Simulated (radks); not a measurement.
Task: Br5+, 30 electrons, occupied as [Ar] 3d10 4s2 (the NIST ground configuration). Calculated with a radial shooting solver on a logarithmic mesh with Libxc functionals: scalar-relativistic Kohn-Sham, r2SCAN, spin-polarised, spherical densities, finite nucleus; meta-GGA in the generalised Kohn-Sham scheme; Fermi nuclear charge, rms radius 4.1629 fm. Some entries of the table are withheld. Estimate them.

| orbital | occ. | eigenvalue (hartree) | <1/r> (bohr^-1) | <r> (bohr) |
|---|---|---|---|---|
| 1s | 2 | -493.3958 | 35.65 | 0.04275 |
| 2s | 2 | -66.84767 | 7.915 | 0.1893 |
| 2p | 6 | -59.19613 | 7.731 | 0.1654 |
| 3s | 2 | (1) | 2.602 | (2) |
| 3p | 6 | -9.13071 | 2.447 | 0.5618 |
| 3d | 10 | -5.09154 | 2.168 | 0.5823 |
| 4s | 2 | -2.98838 | 0.9083 | 1.469 |

Result: 
(1) 3s eigenvalue (hartree): -11.58004
(2) 3s <r> (bohr): 0.5494
